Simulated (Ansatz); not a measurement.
C2H7AlTe, SMILES `C[CH2][AlH][TeH]`, relaxed with RKS PBE-D4/def2-SVP in Ansatz from a rough embedded geometry. The force threshold is 0.03 eV/Å; the program also tests the step.

The species carries charge 0 and has multiplicity 1. Te: def2 effective core potential.

Start:

```xyz
11

C     1.332    0.774   -0.008
C     0.369    0.110    0.870
Al   -0.759   -1.139   -0.190
Te   -2.207   -0.360   -2.148
H     0.828    1.406   -0.824
H     1.993    1.529    0.582
H     2.057    0.069   -0.507
H     0.935   -0.496    1.646
H    -0.272    0.847    1.396
H    -0.738   -2.730    0.204
H    -3.538   -0.012   -1.020
```

```tsv
step	energy (eV)	largest force (eV/Å)	largest move (Å)
1	-16067.7779	2.387	0.000
2	-16067.9587	1.102	0.191
3	-16068.0395	0.528	0.066
4	-16068.0520	0.347	0.136
5	-16068.0711	0.447	0.199
6	-16068.1224	0.387	0.200
7	-16068.1852	0.438	0.195
8	-16068.2453	0.536	0.194
9	-16068.3110	0.357	0.200
10	-16068.3497	0.116	0.200
11 (rejected)	-16068.3489	0.173	0.066
12	-16068.3534	0.028	0.033
13 (rejected)	-16068.3520	0.110	0.064
14	-16068.3543	0.015	0.031
```

End:

```xyz
11

C     1.252    0.808   -0.029
C     0.245    0.044    0.854
Al   -0.730   -1.378   -0.115
Te   -2.697   -0.769   -1.621
H     0.754    1.308   -0.887
H     1.787    1.599    0.539
H     2.030    0.139   -0.453
H     0.765   -0.419    1.721
H    -0.497    0.752    1.284
H    -0.352   -2.935   -0.108
H    -2.556    0.851   -1.184
```

Run time 15 s (4 threads of an Arm Neoverse V2 on a shared host); peak host memory 0.16 GiB.
